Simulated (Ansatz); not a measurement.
`N#[C][Sn]([F])([F])[C]#N` → 2 C• + 2 F• + 2 N• + Sn•  (atomization)

Calculated with Ansatz (gas phase, PBE0-D4/def2-TZVP geometries, no zero-point term in ΔE). CCSD(T)/CBS is the MP2 limit (def2-TZVPP, def2-QZVPP) plus CCSD(T) − MP2 in def2-TZVPP, frozen cores. This one scheme is used for every species, atoms too. DFT in def2-TZVPP. No spin–orbit coupling; open shells (•) take unrestricted orbitals. Spin–orbit coupling would lower the free atoms: a little for C, F; strongly for Sn. Elements past krypton have def2 core potentials. Bonds to Sn are less sure, by a few kJ/mol each and by 10 to 20 or more in all where they break to atoms, as the def2 sets lack core-valence functions.

Problem. What is ΔE at CCSD(T)/CBS? (Best estimate.)

Solution. Computed: +740.4 kcal/mol.

Problem. What do these levels give: PBE-D4, ωB97X-V, PBE, BHLYP, CAM-B3LYP, LC-ωPBE? (Best estimate.)

Solution. The calculation gave: PBE-D4 775.4, ωB97X-V 739.9, PBE 771.1, BHLYP 672.3, CAM-B3LYP 731.5, LC-ωPBE 736.9 kcal/mol.

Largest T1 diagnostic among the species: 0.015.

In def2-TZVPP, CCSD(T) changes the Hartree–Fock value by +265.7 kcal/mol (the triples alone add +25.6 kcal/mol) and MP2 by +307.0 kcal/mol; breaking electron pairs costs correlation energy, which Hartree–Fock lacks. From BLYP to BHLYP (50 % exact exchange), in def2-TZVPP and without D4, ΔE moves by −71.1 kcal/mol: exact exchange takes away binding that semilocal exchange gives to molecules.

For atomizations the MP2-based limit and the directly extrapolated one differ by several kJ/mol either way, and by 10 to 25 for some Ge, Se and Sn compounds, so smaller differences from it don't rank the levels.
